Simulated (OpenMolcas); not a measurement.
## Co6+, Rh6+, Ir6+: d3 down the group

```yaml
Program: OpenMolcas 26.06
Method: CASSCF
Basis: ANO-RCC-VTZP
Scalar_Hamiltonian: DKH2, point nucleus
Spin-orbit_coupling: RASSI with atomic mean-field integrals over the reference wave functions, term energies averaged over their components
```

Active space for each ion: 3 electrons in 5 orbitals (d).

Computed levels in cm-1 above 4F 3/2:

```csv
Level,Co6+,Rh6+,Ir6+
4F 5/2,730,1823,7994
4F 7/2,1708,4028,14378
4F 9/2,2898,6415,18479
4P 1/2,25747,18162,22033
2G 7/2,26600,20422,29232
4P 5/2,26914,20970,31617
2G 9/2,27543,21521,46864
2P 1/2,35059,26618,38132
2P 3/2,35083,32125,52318
weight of 4F in the lowest level (%),100,98,83
```

Mixed levels, with the weight of the term that names them: Co6+ 2P 3/2 (72 %), Rh6+ 2G 9/2 (68 %), Rh6+ 2P 3/2 (52 %), Ir6+ 4F 9/2 (57 %), Ir6+ 4P 1/2 (73 %), Ir6+ 2G 9/2 (58 %), Ir6+ 2P 1/2 (73 %), Ir6+ 2P 3/2 (58 %).

Measured, with the error of the calculation in %. Measured levels: Co6+ from Sugar and Corliss, J. Phys. Chem. Ref. Data 10, 1097 (1981).

```json
{"Level": "4F 5/2", "Co6+": "698 (+4.5)"}
{"Level": "4F 7/2", "Co6+": "1610 (+6.1)"}
{"Level": "4F 9/2", "Co6+": "2723 (+6.4)"}
{"Level": "4P 1/2", "Co6+": "21096 (+22.0)"}
{"Level": "4P 5/2", "Co6+": "22187 (+21.3)"}
```

The fine-structure level 4F 9/2 changes by a factor of 6.38 from Co6+ to Ir6+.

Without spin-orbit coupling 4P lies 24819, 16150, 14542 cm-1 above 4F in that order; the difference to the level 4P 1/2, of either sign, comes from spin-orbit coupling, which also lowers the zero.

Without dynamic correlation excited terms often stand tens of per cent too high (terms of higher spin than the ground term too low), and those without a measured partner can miss by more than the paired ones. Terms from blocks run as CI alone lack orbitals of their own. Computed and measured levels are paired by configuration, term and J; levels that our copy of the source lacks, or whose pairing is in doubt (as where it misses far off the trend of its configuration), stay unpaired and out of the deviations. Only configurations of the active space appear.
